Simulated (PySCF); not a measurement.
C$_{6}$H$_{14}$, triplet, at the geometry of the source list (a higher spin typed on purpose: for a closed-shell molecule this is an excited state) (in this run its highest filled SCF level lies above zero, so its values depend strongly on the basis, on diffuse functions most of all); B3LYP/STO-3G (PySCF).

Input for PySCF:
```python
from pyscf import gto, scf, dft

mol = gto.Mole()
mol.atom = '''
    C     2.833400    0.850300   -0.342400
    C     1.828800    0.001100    0.425600
    C     0.444400    0.031600   -0.217600
    C    -0.560100   -0.817000    0.558100
    C    -1.933300   -0.902400   -0.108400
    C    -2.666400    0.432100   -0.158600
    H     2.936200    0.490800   -1.364100
    H     2.509500    1.888300   -0.377900
    H     3.810900    0.813300    0.133200
    H     2.184400   -1.031300    0.468100
    H     1.755600    0.366400    1.452900
    H     0.098600    1.065800   -0.261400
    H     0.515500   -0.340400   -1.242900
    H    -0.674200   -0.409200    1.565700
    H    -0.158800   -1.829300    0.657100
    H    -1.817300   -1.290700   -1.123400
    H    -2.543100   -1.617700    0.449600
    H    -2.746700    0.860900    0.838000
    H    -3.670900    0.296200   -0.553900
    H    -2.146600    1.141200   -0.797500
'''
mol.basis = 'sto-3g'
mol.charge = 0
mol.spin = 2
mol.verbose = 4
mol.build()

mf = dft.UKS(mol)
mf.xc = 'b3lyp'
mf.kernel()
```

Question: Predict the main parts of the log of this PySCF run.

Answer: 
```
PySCF version 2.14.0

[INPUT] verbose = 4
[INPUT] num. atoms = 20
[INPUT] num. electrons = 50
[INPUT] charge = 0
[INPUT] spin (= nelec alpha-beta = 2S) = 2
[INPUT] symmetry False subgroup None
[INPUT] Mole.unit = angstrom
[INPUT] Symbol           X                Y                Z      unit          X                Y                Z       unit  Magmom
[INPUT]  1 C      2.833400000000   0.850300000000  -0.342400000000 AA    5.354350001343   1.606834123718  -0.647042225051 Bohr   0.0
[INPUT]  2 C      1.828800000000   0.001100000000   0.425600000000 AA    3.455931136605   0.002078698737   0.804267438615 Bohr   0.0
[INPUT]  3 C      0.444400000000   0.031600000000  -0.217600000000 AA    0.839794289757   0.059715345536  -0.411204404705 Bohr   0.0
[INPUT]  4 C     -0.560100000000  -0.817000000000   0.558100000000 AA   -1.058435602369  -1.543906243770   1.054656150120 Bohr   0.0
[INPUT]  5 C     -1.933300000000  -0.902400000000  -0.108400000000 AA   -3.653407516622  -1.705288854808  -0.204846311903 Bohr   0.0
[INPUT]  6 C     -2.666400000000   0.432100000000  -0.158600000000 AA   -5.038765738540   0.816550658425  -0.299710563356 Bohr   0.0
[INPUT]  7 H      2.936200000000   0.490800000000  -1.364100000000 AA    5.548613846948   0.927477581937  -2.577775406519 Bohr   0.0
[INPUT]  8 H      2.509500000000   1.888300000000  -0.377900000000 AA    4.742267709596   3.568369841016  -0.714127502473 Bohr   0.0
[INPUT]  9 H      3.810900000000   0.813300000000   0.133200000000 AA    7.201557288105   1.536914257109   0.251711519792 Bohr   0.0
[INPUT] 10 H      2.184400000000  -1.031300000000   0.468100000000 AA    4.127917746500  -1.948874552264   0.884580798909 Bohr   0.0
[INPUT] 11 H      1.755600000000   0.366400000000   1.452900000000 AA    3.317603184286   0.692395652041   2.745583086381 Bohr   0.0
[INPUT] 12 H      0.098600000000   1.065800000000  -0.261400000000 AA    0.186326995882   2.014070103561  -0.493974408961 Bohr   0.0
[INPUT] 13 H      0.515500000000  -0.340400000000  -1.242900000000 AA    0.974153817213  -0.643262772802  -2.348740600222 Bohr   0.0
[INPUT] 14 H     -0.674200000000  -0.409200000000   1.565700000000 AA   -1.274053353182  -0.773275930172   2.958744193232 Bohr   0.0
[INPUT] 15 H     -0.158800000000  -1.829300000000   0.657100000000 AA   -0.300088508581  -3.456875999667   1.241739036452 Bohr   0.0
[INPUT] 16 H     -1.817300000000  -1.290700000000  -1.123400000000 AA   -3.434199286172  -2.439069508976  -2.122918328336 Bohr   0.0
[INPUT] 17 H     -2.543100000000  -1.617700000000   0.449600000000 AA   -4.805762507381  -3.057009951709   0.849620865604 Bohr   0.0
[INPUT] 18 H     -2.746700000000   0.860900000000   0.838000000000 AA   -5.190510746343   1.626865220638   1.583590492386 Bohr   0.0
[INPUT] 19 H     -3.670900000000   0.296200000000  -0.553900000000 AA   -6.936995630666   0.559736878096  -1.046719300397 Bohr   0.0
[INPUT] 20 H     -2.146600000000   1.141200000000  -0.797500000000 AA   -4.056486098991   2.156555453354  -1.507056584341 Bohr   0.0

nuclear repulsion = 248.72485673192
number of shells = 32
number of NR pGTOs = 132
number of NR cGTOs = 44
basis = sto-3g
ecp = {}

******** <class 'pyscf.dft.uks.UKS'> ********
method = UKS
initial guess = minao
damping factor = 0
level_shift factor = 0
DIIS = <class 'pyscf.scf.diis.CDIIS'>
diis_start_cycle = 1
diis_space = 8
diis_damp = 0
SCF conv_tol = 1e-09
SCF conv_tol_grad = None
SCF max_cycles = 50
direct_scf = True
direct_scf_tol = 1e-13
number electrons alpha = 26  beta = 24
XC library pyscf.dft.libxc version 7.1.2
    S. Lehtola, C. Steigemann, M. J. T. Oliveira, and M. A. L. Marques,  SoftwareX 7, 1–5 (2018)
XC functionals = b3lyp
    P. J. Stephens, F. J. Devlin, C. F. Chabalowski, and M. J. Frisch,  J. Phys. Chem. 98, 11623 (1994)
radial grids:
    Treutler-Ahlrichs [JCP 102, 346 (1995); DOI:10.1063/1.469408] (M4) radial grids

becke partition: Becke, JCP 88, 2547 (1988); DOI:10.1063/1.454033
pruning grids: <function nwchem_prune>
grids dens level: 3
symmetrized grids: False
atomic radii adjust function: <function treutler_atomic_radii_adjust>
small_rho_cutoff = 0
Set gradient conv threshold to 3.16228e-05
tot grids = 222024
init E= -234.502748015895

cycle= 1 E= -233.698689941928  delta_E= 0.804  |g|= 0.176  |ddm|= 4.09

cycle= 2 E= -233.679565167017  delta_E= 0.0191  |g|= 0.238  |ddm|= 1.11

cycle= 3 E= -233.718445055027  delta_E= -0.0389  |g|= 0.0979  |ddm|= 0.991

cycle= 4 E= -233.726006115624  delta_E= -0.00756  |g|= 0.0257  |ddm|= 0.329

cycle= 5 E= -233.726629225992  delta_E= -0.000623  |g|= 0.0132  |ddm|= 0.103

cycle= 6 E= -233.726861625347  delta_E= -0.000232  |g|= 0.00313  |ddm|= 0.0716

cycle= 7 E= -233.72691182148  delta_E= -5.02e-05  |g|= 0.00177  |ddm|= 0.0365

cycle= 8 E= -233.726929627908  delta_E= -1.78e-05  |g|= 0.000694  |ddm|= 0.0231

cycle= 9 E= -233.726935400505  delta_E= -5.77e-06  |g|= 0.000332  |ddm|= 0.0144

cycle= 10 E= -233.726937007449  delta_E= -1.61e-06  |g|= 0.000206  |ddm|= 0.00769

cycle= 11 E= -233.726937469659  delta_E= -4.62e-07  |g|= 0.000119  |ddm|= 0.00434

cycle= 12 E= -233.72693763478  delta_E= -1.65e-07  |g|= 8.49e-05  |ddm|= 0.00271

cycle= 13 E= -233.72693770621  delta_E= -7.14e-08  |g|= 6.59e-05  |ddm|= 0.00197

cycle= 14 E= -233.726937763632  delta_E= -5.74e-08  |g|= 4.74e-05  |ddm|= 0.00145

cycle= 15 E= -233.72693782778  delta_E= -6.41e-08  |g|= 4.03e-05  |ddm|= 0.00199

cycle= 16 E= -233.726937899221  delta_E= -7.14e-08  |g|= 3.81e-05  |ddm|= 0.00283

cycle= 17 E= -233.726937961361  delta_E= -6.21e-08  |g|= 2.01e-05  |ddm|= 0.00406

cycle= 18 E= -233.726937973952  delta_E= -1.26e-08  |g|= 1.23e-05  |ddm|= 0.00158

cycle= 19 E= -233.726937978908  delta_E= -4.96e-09  |g|= 7.37e-06  |ddm|= 0.00109

cycle= 20 E= -233.726937980325  delta_E= -1.42e-09  |g|= 3.88e-06  |ddm|= 0.00073

cycle= 21 E= -233.726937980462  delta_E= -1.37e-10  |g|= 2.79e-06  |ddm|= 0.00011

Extra cycle  E= -233.726937980469  delta_E= -6.37e-12  |g|= 5.14e-06  |ddm|= 3.44e-05
converged SCF energy = -233.726937980469  <S^2> = 2.0013584  2S+1 = 3.0009055
```
